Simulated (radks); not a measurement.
Values are calculated unless marked as measured or tabulated.
Valence configurations of Mn+ (all share [Ar]). Level of theory: Dirac Kohn-Sham, PBE, spin-unpolarised, spherical densities, finite nucleus; open shells fill j = l - 1/2 first; Fermi nuclear charge, rms radius 3.7057 fm (a radial shooting solver on a logarithmic mesh with Libxc functionals). Energies are relative to 3d5 4s1; eigenvalues in eV.

| valence | E (eV) | e(3d3/2) | e(3d5/2) | e(4p1/2) | e(4s1/2) |
|---|---|---|---|---|---|
| 3d6 | -1.533 | -10.744 | -10.637 | - | - |
| 3d5.5 4s0.5 | -1.103 | -12.694 | -12.581 | - | -11.086 |
| 3d5 4s1 | 0.000 | -14.946 | -14.826 | - | -11.871 |
| 3d4.5 4s1.5 | 1.891 | -17.477 | -17.349 | - | -12.701 |
| 3d5 4p1 | 4.687 | -16.247 | -16.126 | -7.930 | - |
| 3d4 4s2 | 4.687 | -20.261 | - | - | -13.553 |
| 3d4.5 4s0.5 4p1 | 6.835 | -18.770 | -18.642 | -8.471 | -13.467 |
| 3d4 4s1 4p1 | 9.898 | -21.538 | - | -9.027 | -14.289 |
| 3d3.5 4s2 4p0.5 | 11.301 | -23.920 | - | -9.295 | -14.778 |
| 3d3.5 4s1.5 4p1 | 14.055 | -24.539 | - | -9.591 | -15.124 |

NIST lists [Ar] 3d5 4s1 as the ground configuration; this level of theory puts 3d6 lower, by 1.533 eV. The energies are those of spherical spin-averaged densities, not of single terms.
